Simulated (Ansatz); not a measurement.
Reaction (ligand exchange at a Ge–C bond): `C[CH](C)[Ge][NH2]` + H–F → `[NH2][Ge][F]` + propane

Gas-phase electronic energies from Ansatz, PBE0-D4/def2-TZVP geometries. CBS: MP2 limit from def2 TZ/QZ plus the TZ coupled-cluster correction, frozen cores. This one scheme is used for every species. Functionals use def2-TZVPP. For Ge outer-core shells are correlated without core-valence functions, which leaves a few kJ/mol of doubt a bond. Scalar relativity is left out up to krypton. One conformer a species, not always the lowest.

| level | ΔE (kcal/mol) |
| --- | --- |
| LDA (SPW92) | -33.9 |
| ωB97X-V | -37.9 |
| BHLYP | -41.2 |
| RPA@PBE/def2-TZVPP | -33.2 |

(1) What does CCSD(T)/CBS give? (Estimate.)

Largest T1 diagnostic among the species: 0.014.

Answers

(1) Ansatz gave: -32.9 kcal/mol. The listed levels differ from it by -1.0, -5.0, -8.3, -0.3 kcal/mol.

From r2SCAN to r2SCAN0 (25 % exact exchange), in def2-TZVPP and without D4, ΔE moves by +0.9 kcal/mol. At CCSD(T), def2-SVP lies −3.4 kcal/mol from the extrapolated value and def2-TZVPP −0.2 kcal/mol.
